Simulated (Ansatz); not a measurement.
GeI3, that is [GeI3]- with one electron fewer. Total charge 0; doublet. Geometry PBE0-D4/def2-SVPD; atoms count from 1.

```xyz
4

Ge   -0.6052   -0.1595    0.0620
I    -0.0716    1.7440    1.6606
I    -0.1751    0.5855   -2.3304
I     0.8520   -2.1700    0.6078
```

In the def2 sets I takes a core potential; there is no spin–orbit coupling.

**Question.** Estimate the Mulliken populations from the PBE0/def2-TZVPD orbitals of Ansatz.

**Answer.** 
```
atom  charge (e)  spin (α − β)
 Ge1        0.24          0.47
  I2       -0.08          0.18
  I3       -0.08          0.18
  I4       -0.08          0.18
```
Mulliken values depend strongly on the basis. With diffuse functions, as here, like atoms can get unlike values, and bond orders can come out too low or too high.

**Question.** Where does the spin sit?

**Answer.** Summed by element: Ge 0.47, I 0.53, of 1 unpaired in all. Largest on single atoms: Ge1 0.47, I2 0.18, I3 0.18.

**Question.** And the Mayer bond orders between heavy atoms (over 0.3)?

**Answer.** Ge1–I2 1.05 (2.54 Å); Ge1–I3 1.05 (2.54 Å); Ge1–I4 1.05 (2.54 Å).
